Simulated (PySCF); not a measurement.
PySCF job for Al(H)(Me)(PH2) (CH₆AlP), SMILES [CH3][AlH][PH2], C-PCM-ωB97X/def2-SVP. Coordinates come from a B3LYP-D3(BJ)/def2-SVP optimisation. Other conformers were not sampled.

```python
import numpy as np
from pyscf import gto, scf, dft
from pyscf.solvent import pcm

mol = gto.M(
    atom='''
    Al   -0.29010606    0.01927887   -0.77190520
    H    -0.96760564   -0.84452244   -1.92104083
    C    -0.00718173    1.94482111   -1.00053157
    H     0.65460751    2.14066413   -1.86341127
    H     0.43744992    2.43153542   -0.11794883
    H    -0.96265781    2.45272106   -1.22382836
    P     0.16702905   -1.03416700    1.26744866
    H     1.41986486   -0.37659902    1.47081889
    H     0.72737476   -2.21084608    0.68163766
    ''',
    basis='def2-SVP',
    charge=0,
    spin=0,
    max_memory=1600,
    verbose=3,
)
mf = dft.RKS(mol, xc='wb97x').density_fit(auxbasis='def2-universal-jkfit')
mf.grids.level = 3
mf.conv_tol = 1e-9
mf.max_cycle = 100
mf.kernel()
res = {}
for name, eps in {'water': 78.355, '1-octanol': 9.8629, 'acetone': 20.493}.items():
    s = mf.PCM()
    s.with_solvent.method, s.with_solvent.eps, s.with_solvent.lebedev_order = 'C-PCM', eps, 29
    s.kernel(mf.make_rdm1())
    res[name] = (s.e_tot, eps, s.dip_moment(), s.mo_energy, s.converged)
    print(f'{name}: electrostatic solvation free energy {(s.e_tot - mf.e_tot) * 627.509474:.3f} kcal/mol')
```

Output:

```
converged SCF energy = -625.264789570688

WARN: PCM is an experimental feature. It is still in testing.
Features and APIs may be changed in the future.

converged SCF energy = -625.272450431423
Dipole moment(X, Y, Z, Debye):  1.04939,  1.10914, -1.36741
water: electrostatic solvation free energy -4.807 kcal/mol

WARN: PCM is an experimental feature. It is still in testing.
Features and APIs may be changed in the future.

converged SCF energy = -625.271642589256
Dipole moment(X, Y, Z, Debye):  1.01379,  1.07740, -1.31732
1-octanol: electrostatic solvation free energy -4.300 kcal/mol

WARN: PCM is an experimental feature. It is still in testing.
Features and APIs may be changed in the future.

converged SCF energy = -625.272118406547
Dipole moment(X, Y, Z, Debye):  1.03460,  1.09602, -1.34669
acetone: electrostatic solvation free energy -4.599 kcal/mol
```

The calculation finished and met its thresholds.
